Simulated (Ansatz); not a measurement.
Energy needed to pull apart CH4AlI, singlet, into free ground-state atoms, from the structure below (displaced at random from a GFN2-xTB minimum); no zero-point or spin–orbit terms; open-shell atoms are treated unrestricted, in their ground-state multiplicity.

```tsv
atom	x (Å)	y (Å)	z (Å)
C1	-0.6879	0.4395	-0.4159
Al2	0.8164	-0.2943	0.3864
I3	1.0990	-2.0823	1.9307
H4	-0.7625	1.6535	-0.2117
H5	-1.6151	-0.0142	0.3740
H6	-0.7128	0.2459	-1.3076
H7	2.1818	-0.1300	-0.3759
```

Computed with Ansatz 0.2.0 (basis: def2-TZVPP); correlated methods freeze the cores. Filled d shells of the heavier atoms are correlated. Core potentials replace the inner electrons of the atoms past krypton. The def2 sets are not built for correlating such inner shells, so the correlated values are less sure here.

```tsv
method	atomization energy (kcal/mol)
PBE-D4	481.3
BLYP-D4	472.1
r2SCAN-D4	?
PBE0-D4	477.9
HSE06-D4	478.3
wB97M-V	479.3
HF	354.3
MP2	?
CCSD	462.2
CCSD(T)	468.7
```

(1) What does MP2 give? (An estimate is asked for; the value comes from the calculation.)

(2) What does r2SCAN-D4 give? (Judge from chemistry; the value comes from the calculation.)

The T1 diagnostic stays at or below 0.009.

## Answers

(1) Computed: 473.2 kcal/mol, which is about 4.5 kcal/mol more than CCSD(T)/def2-TZVPP.

(2) Computed: 482.2 kcal/mol, which is about 13.5 kcal/mol more than CCSD(T)/def2-TZVPP.

In triple zeta the MP2 and coupled-cluster atomization energies are still short of their basis limit by a few kcal/mol a bond, whereas those of the functionals are nearly converged, so these differences are not deviations from converged CCSD(T).

For scale, one of the runs: CCSD(T)/def2-TZVPP, 179 basis functions, launched by `ansatz run in.yaml --threads 8 --pin off --events-out ev --progress --plain --max-ram 10444MiB`. The run took 27 s on 8 CPU threads of an Arm Neoverse N1 (shared host), with 1.8 GiB of host memory at its peak.
